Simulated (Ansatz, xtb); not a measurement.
## Relative energy of two structures of BClFH2InN

Structure I: `N[B](F)[In][Cl]`, a doublet. Structure II: a doublet given by its coordinates. Both are isolated molecules in the gas phase, relaxed with PBE0-D3(BJ)/def2-SVP; the shapes shown needn't be the lowest conformers.

I (Å):

```xyz
7

B    -1.9028    0.8011   -2.4981
Cl   -1.4206    1.8585    0.9044
F    -2.3563    0.4429   -3.6933
In   -3.2721    1.4559   -0.6504
N    -0.5630    0.8416   -2.1666
H     0.1831    0.6002   -2.8117
H    -0.2739    1.1245   -1.2322
```

II (Å):

```xyz
7

B    -1.6055    1.8509   -2.1701
Cl   -2.9939    0.7369   -2.9580
F    -2.1481    2.3884   -0.9998
In   -2.3107   -0.2488   -0.4079
N    -0.5489    0.8462   -1.7372
H    -0.1521    0.3242   -2.5169
H     0.2204    1.2955   -1.2396
```

Close contacts (Å): B1–Cl2 1.95, B1–F3 1.40, B1–In4 2.83, B1–N5 1.52, Cl2–In4 2.82, In4–N5 2.46, N5–H6 1.02, N5–H7 1.02.

Energies in hartree; the thermal terms are from PBE0-D3(BJ)/def2-SVP harmonic frequencies (ideal gas, rigid rotor, one conformer each, 298.15 K, 1 atm) and include the zero-point energy:

```
                              I           II
E, CCSD(T)/def2-SVP  −828.986913  −828.964076
    E, MP2/def2-SVP  −828.931935  −828.909022
  E, MP2/def2-TZVPP  −829.692116  −829.669207
  zero-point energy     0.034693     0.034801
       H(298 K) − E     0.042597     0.042157
       G(298 K) − E     0.000403     0.001673
```

Task: Correct the CCSD(T) difference for the basis set by the MP2 change, then work out ΔE, ΔE₀, ΔH and ΔG for I → II in kJ/mol (1 Eh = 2625.50 kJ/mol) and the equilibrium ratio [II]/[I].

Result: 1. Differences II − I: CCSD(T) +0.022837, MP2 in the small set +0.022913, MP2 in the large set +0.022909 Eh.
2. ΔE = +0.022837 + (+0.022909 − (+0.022913)) = +0.022833 Eh = +59.95 kJ/mol.
3. ΔE₀ = ΔE + ΔZPE = +0.022833 + (+0.000108) Eh = +60.23 kJ/mol.
4. ΔH = ΔE + (−0.000440) Eh = +58.79 kJ/mol.
5. ΔG = ΔE + (+0.001270) Eh = +63.28 kJ/mol, so ΔS = (ΔH − ΔG)/T = −15.1 J/(mol K).
6. kT = 0.9442 mEh, so K = [II]/[I] = exp(−ΔG/kT) = exp(−25.53) ≈ 8.2 × 10^−12.

Structure I is favoured at this temperature. An error of 4 kJ/mol in ΔG would change K by a factor of 5. GFN2-xTB gave ΔE the other sign. Mirror images and further conformers aren't counted.

Other levels gave ΔE = −21.5 (GFN2-xTB); +93.9 (HF/STO-3G, GFN2-xTB geometries); +54.0 (r2SCAN-D4/def2-SVP, GFN2-xTB geometries); +60.7 (PBE0-D3(BJ)/def2-SVP); +78.4 (HF/def2-SVP); +60.2 (MP2/def2-SVP); +60.0 (CCSD(T)/def2-SVP) kJ/mol. Open shells are spin-unrestricted. The correlated steps freeze 12 core orbitals; the filled d shell of In is correlated, in a basis made for valence electrons. Atoms past krypton carry core potentials in the def2 sets, without spin–orbit terms. Programs: Ansatz 0.2.0, xtb 6.7.1.
